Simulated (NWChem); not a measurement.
# Total energies of hydrogen iodide (HI)

SMILES: I
```xyz
2

I      0.0000     0.0000     0.0302
H      0.0000     0.0000    -1.6026
```
Charge 0, spin multiplicity 1.

Everything below was run with NWChem. All single points use one geometry, from PBE/def2-SVP with def2 effective core potentials on I, a minimum by its harmonic frequencies.

Basis set: def2-QZVP (112 functions).

| method | total energy (Ha) | relative cost |
|---|---|---|
| RHF | -297.24358 | 1 |
| MP2 | -297.92135 | under 3 |
| B2PLYP | -298.19246 | under 3 |
| PBE | -298.29287 | under 3 |
| B3LYP | -298.40722 | under 3 |
| LDA (SVWN5) | -297.88514 | under 3 |

Total energies of different functionals aren't comparable as a measure of quality: only differences taken within one method are. Relative cost: rough, from shared machines, SCF included, RHF = 1.

Effective core potentials replace the inner electrons of I; spin-orbit coupling is left out. The correlated methods keep 4 core orbitals frozen. B3LYP has NWChem's definition, with VWN1-RPA local correlation.
